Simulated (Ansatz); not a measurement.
Cost and result for the atomization energy of CH9BSiSn (`[CH3][SnH2][BH][SiH3]`) (13 atoms, 12 bonds).

```xyz
13

C    -0.4755   -1.7972    0.9840
Sn   -1.5182   -0.0546    0.2910
B    -0.1596    1.4646   -0.6648
Si    1.7889    1.0966   -0.9340
H     0.0401   -2.2772    0.1518
H    -1.1765   -2.5071    1.4229
H     0.2610   -1.5169    1.7377
H    -2.3768    0.6325    1.6075
H    -2.6906   -0.5491   -0.8618
H    -0.6304    2.5268   -0.9494
H     2.0565   -0.3303   -1.2672
H     2.3923    1.3572    0.4106
H     2.4890    1.9548   -1.9285
```

The species carries charge 0 and has multiplicity 1. Correlated methods include outer-core shells of Sn, which these sets cover unevenly. Sn takes the def2 core potential. Geometry: relaxed with PBE0-D4/def2-TZVP. It is one conformer, not always the lowest. Program: Ansatz. All runs use 4 threads of an Arm Neoverse V1 on a shared host. Times are those of one run each, without the atoms' runs, and a repeat can differ threefold. Electronic energies, without spin–orbit coupling; frozen cores. CCSD(T)/CBS adds CCSD(T) − MP2 in def2-TZVPP to the MP2 limit, and its time is that of the two runs behind it. T1 = 0.013. With those shells the extrapolation isn't a true limit. B3LYP takes the VWN-RPA correlation (the form of Gaussian; ORCA's B3LYP/G).

CCSD(T)/CBS is a level of theory with its own doubt, some kJ/mol a heavy atom from the limit and from the frozen cores, so smaller differences don't rank the functionals.

```
                             level  functions  wall time
   PBE-D4/def2-TZVPP (with forces)        280      3.2 s
                PBE0-D4/def2-TZVPP        280      3.8 s
r2SCAN-D4/def2-TZVPP (with forces)        280        6 s
 B3LYP-D4/def2-TZVPP (with forces)        280      6.5 s
                 B2PLYP/def2-TZVPP        280        8 s
                ωB97X-V/def2-TZVPP        280       11 s
  ωB97M-V/def2-TZVPP (with forces)        280       15 s
                    MP2/def2-QZVPP        536       32 s
                CCSD(T)/def2-TZVPP        280    5.3 min
                 CCSD(T)/CBS(def2)          –    5.8 min
```

**Question.** What atomization energy does each give, and how far from CCSD(T)/CBS? (Best estimate.)

**Answer.** Computed: 
```tsv
level	atomization (kJ/mol)	difference from CCSD(T)/CBS	per bond
PBE-D4/def2-TZVPP (with forces)	3910.2	-22.2	-1.9
PBE0-D4/def2-TZVPP	3898.4	-34.0	-2.8
r2SCAN-D4/def2-TZVPP (with forces)	3924.2	-8.2	-0.7
B3LYP-D4/def2-TZVPP (with forces)	3920.4	-12.0	-1.0
B2PLYP/def2-TZVPP	3864.6	-67.8	-5.7
ωB97X-V/def2-TZVPP	3949.6	17.2	1.4
ωB97M-V/def2-TZVPP (with forces)	3921.5	-10.9	-0.9
MP2/def2-QZVPP	3857.4	-75.0	-6.3
CCSD(T)/def2-TZVPP	3846.3	-86.1	-7.2
CCSD(T)/CBS(def2)	3932.4	0.0	0.0
```

In def2-TZVPP, CCSD(T) changes the Hartree–Fock value by +867.2 kJ/mol (the triples alone add +38.2 kJ/mol) and MP2 by +827.4 kJ/mol; breaking electron pairs costs correlation energy, which Hartree–Fock lacks. From PBE to PBE0 (25 % exact exchange), in def2-TZVPP and without D4, the atomization energy moves by −8.2 kJ/mol: exact exchange takes away binding that semilocal exchange gives to molecules. The D4 term adds +43.2 kJ/mol with B3LYP and +23.1 kJ/mol with PBE0; it sums over pairs of atoms, weighted by their polarisabilities, and B3LYP, whose exchange is more repulsive, gets the larger term.

Spin–orbit coupling would lower the free Sn atoms strongly, and the atomization energy with them, by more than many differences here. For some Ge, Se and Sn compounds the MP2-based and the directly extrapolated limit differ by 10 to 25 kJ/mol.
